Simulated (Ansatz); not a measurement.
Calculated with Ansatz (gas phase, PBE0-D4/def2-TZVP geometries, no zero-point term in ΔE). CCSD(T)/CBS adds triple-zeta CCSD(T) − MP2 to the extrapolated MP2 energy (def2 sets, frozen cores). This one scheme is used for every species. Functionals use def2-TZVPP. B3LYP here is the variant with VWN-RPA as its local correlation; programs differ in this. HSE06 is defined as in plane-wave codes. Each species was taken in one conformer, which may not be the lowest.

`FC(F)C(F)(F)CC(F)(F)F` + H–F → `FC(F)(F)CC(F)(F)F` + `FCF`  (substitution at a C–C bond)

| level | ΔE (kcal/mol) | difference from CCSD(T)/CBS |
| --- | --- | --- |
| LDA (SPW92) | -0.7 | -1.9 |
| PBE-D4 | -1.8 | -3.0 |
| revPBE-D4 | -1.1 | -2.3 |
| BLYP-D4 | -2.1 | -3.3 |
| r2SCAN-D4 | -2.2 | -3.4 |
| B97M-V | -2.6 | -3.8 |
| PBE0-D4 | -1.6 | -2.8 |
| B3LYP-D4 | -2.1 | -3.3 |
| r2SCANh-D4 | -2.1 | -3.3 |
| r2SCAN0-D4 | -2.0 | -3.2 |
| HSE06-D4 | -1.8 | -3.0 |
| BHLYP-D4 | -2.5 | -3.7 |
| CAM-B3LYP-D4 | -2.3 | -3.5 |
| ωB97X-V | -1.7 | -2.9 |
| B2PLYP | -2.6 | -3.8 |
| PBE | -3.3 | -4.5 |
| revPBE | -4.8 | -6.0 |
| BLYP | -5.2 | -6.4 |
| r2SCAN | -2.7 | -3.9 |
| PBE0 | -3.0 | -4.2 |
| B3LYP | -4.4 | -5.6 |
| r2SCAN0 | -2.6 | -3.8 |
| HSE06 | -3.0 | -4.2 |
| CAM-B3LYP | -3.7 | -4.9 |
| LC-ωPBE | -2.7 | -3.9 |
| RPA@PBE/def2-TZVPP | -0.4 | -1.6 |
| HF/def2-SVP | -8.8 | -10.0 |
| MP2/def2-SVP | -2.9 | -4.1 |
| CCSD(T)/def2-SVP | -3.5 | -4.7 |
| HF/def2-TZVPP | -7.0 | -8.2 |
| MP2/def2-TZVPP | 0.7 | -0.5 |
| SCS-MP2/def2-TZVPP | -0.8 | -2.0 |
| CCSD/def2-TZVPP | -0.9 | -2.1 |
| CCSD(T)/def2-TZVPP | -0.2 | -1.4 |
| HF/def2-QZVPP | -7.1 | -8.3 |
| MP2/def2-QZVPP | 1.5 | 0.3 |
| SCS-MP2/def2-QZVPP | 0.0 | -1.2 |
| HF/CBS(def2) | -7.1 | -8.3 |
| MP2/CBS(def2) | 2.1 | 0.9 |
| CCSD/CBS(def2) | 0.5 | -0.7 |
| CCSD(T)/CBS | 1.2 | 0 |

Largest T1 diagnostic among the species: 0.012.

The D4 term adds +2.4 kcal/mol with B3LYP and +1.4 kcal/mol with PBE0; it sums over pairs of atoms, weighted by their polarisabilities, and B3LYP, whose exchange is more repulsive, gets the larger term. In def2-TZVPP, CCSD(T) changes the Hartree–Fock value by +6.8 kcal/mol (the triples alone add +0.7 kcal/mol) and MP2 by +7.8 kcal/mol.
